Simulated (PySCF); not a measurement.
How the method moves the HOMO and LUMO of `F[SiH2][SiH2]Cl`

Species: ClFH₄Si₂.
Cartesian coordinates in Å at the PBE0-D3(BJ)/def2-SVP level; atoms count from 1:
```
atom  x, y, z in Å
F1    -1.8249   -1.2976   -0.6933
Si2   -1.1724   -0.0325    0.1039
Si3    1.1506   -0.0819   -0.1843
Cl4    1.8528    1.5847    0.8450
H5    -1.5232   -0.1468    1.5486
H6    -1.7408    1.2268   -0.4559
H7     1.5463    0.0351   -1.6171
H8     1.7715   -1.3054    0.3994
```

Basis pcSseg-2 throughout (PySCF), one geometry. The structure is a single PBE0-D3(BJ)/def2-SVP conformer in the gas phase; no vibrational or solvent corrections.

Q: How do the orbital energies, the gap and the dipole change with the method?

A: 
```
   method                    kind  HOMO (eV)  LUMO (eV)  gap (eV)  μ (D)  SCF cycles
     BLYP                     GGA      -7.05      -2.01      5.04   0.12          14
      PBE                     GGA      -7.17      -2.18      4.99   0.11          13
     OPBE                     GGA      -7.17      -2.02      5.15   0.14          15
    B97-D                     GGA      -7.18      -2.00      5.18   0.16          14
      KT2                     GGA      -7.25      -2.30      4.96   0.11          15
      LDA                     LDA      -7.26      -2.43      4.82   0.11          13
     BP86                     GGA      -7.27      -2.22      5.06   0.13          14
      KT3                     GGA      -7.30      -2.18      5.12   0.12          15
    B97-2           global hybrid      -8.18      -1.30      6.87   0.15          12
    B3LYP           global hybrid      -8.19      -1.50      6.69   0.13          12
     PBE0           global hybrid      -8.40      -1.33      7.07   0.13          12
 mPW1PW91           global hybrid      -8.43      -1.32      7.12   0.13          12
BHandHLYP           global hybrid      -9.53      -0.41      9.12   0.15          11
CAM-B3LYP  range-separated hybrid      -9.71      -0.30      9.41   0.16          11
  wB97X-D  range-separated hybrid     -10.22       0.46     10.68   0.16          12
  LC-wPBE  range-separated hybrid     -11.01       0.83     11.84   0.20          12
       HF            Hartree–Fock     -11.28       1.80     13.08   0.20          10
```

The HOMO spans 4.23 eV, from BLYP down to HF, and the gap runs from 4.82 eV (LDA) to 13.08 eV (HF). Over the methods BLYP (0 %), PBE (0 %), OPBE (0 %), B97-D (0 %), KT2 (0 %), LDA (0 %), BP86 (0 %), KT3 (0 %), B97-2 (21 %), B3LYP (20 %), PBE0 (25 %), mPW1PW91 (25 %), BHandHLYP (50 %), HF (100 %), a straight line through the gap against the share of exact exchange rises by 0.81 eV for each 10 % (correlation coefficient 0.999). The dipole ranges from 0.11 D (LDA) to 0.20 D (LC-wPBE). This basis has no diffuse functions.
